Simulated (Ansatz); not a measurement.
Geometry optimisation, Ansatz 0.2.0, RKS r2SCAN/6-31G*.

Input file:

```yaml
crystal:
  periodic: [false, false, false]
  atoms:
    - { symbol: Si, position_ang: [0.279996, 0.590079, -0.336251] }
    - { symbol: H, position_ang: [1.013505, -0.40183, 2.03124] }
    - { symbol: O, position_ang: [1.710256, -0.109393, -0.801495] }
    - { symbol: Si, position_ang: [2.43483, -1.582883, -0.955875] }
    - { symbol: H, position_ang: [1.592363, -2.534247, -1.733918] }
    - { symbol: H, position_ang: [3.730689, -1.39628, -1.657861] }
    - { symbol: H, position_ang: [2.693789, -2.17637, 0.386581] }
    - { symbol: H, position_ang: [-0.372031, 1.229147, -1.511253] }
    - { symbol: H, position_ang: [-0.604083, -0.472729, 0.204424] }
    - { symbol: "N", position_ang: [0.49613, 1.922319, 0.825037] }
    - { symbol: H, position_ang: [1.290418, 1.912106, 1.454302] }
    - { symbol: H, position_ang: [0.439398, 2.831037, 0.375028] }
    - { symbol: H, position_ang: [0.69484, 0.182544, 2.27094] }
basis:
  gaussian: { orbitals: "6-31G*" }
hamiltonian:
  xc: r2scan
relax:
  f_tol: 0.03
  max_steps: 50
```

Run as:

```bash
$ ansatz run input.yaml --threads 2 --pin off --max-ram 3072MiB --backend cpu --events-out ev --progress --plain --runs-dir out
```

**Question.** Where does it end, and by what steps?

**Answer.** The forces met the threshold. The force dipped under the threshold on the way, but the program's further checks kept it going. After 29 steps the energy has fallen by 0.293 eV; H13 moved furthest, 1.24 Å.

| step | energy less start (eV) | largest force component (eV/Å) | accepted |
| --- | --- | --- | --- |
| 0 | 0.0000 | 1.293 | yes |
| 2 | -0.1976 | 0.459 | yes |
| 4 | -0.2597 | 0.169 | yes |
| 6 | -0.2789 | 0.209 | yes |
| 8 | -0.2851 | 0.094 | yes |
| 10 | -0.2858 | 0.068 | yes |
| 12 | -0.2864 | 0.057 | yes |
| 14 | -0.2869 | 0.030 | yes |
| 16 | -0.2874 | 0.055 | yes |
| 18 | -0.2879 | 0.137 | yes |
| 20 | -0.2886 | 0.027 | yes |
| 22 | -0.2890 | 0.046 | yes |
| 24 | -0.2876 | 0.127 | no |
| 26 | -0.2901 | 0.034 | yes |
| 28 | -0.2913 | 0.088 | yes |
| 29 | -0.2927 | 0.008 | yes |

```xyz
13
Properties=species:S:1:pos:R:3
Si 0.175 0.677 -0.606
H 1.286 -0.515 2.798
O 1.459 -0.149 -1.259
Si 2.361 -1.518 -1.090
H 1.966 -2.533 -2.105
H 3.799 -1.189 -1.280
H 2.184 -2.117 0.266
H -0.552 1.270 -1.753
H -0.651 -0.283 0.174
N 0.555 1.965 0.464
H 0.850 1.777 1.414
H 0.973 2.819 0.117
H 0.998 -0.210 3.410
```

Whether the end is a true minimum wasn't checked by a vibrational analysis.

The run took 110 s on 2 threads of Arm Neoverse V2 (shared host), peak memory 0.16 GiB.
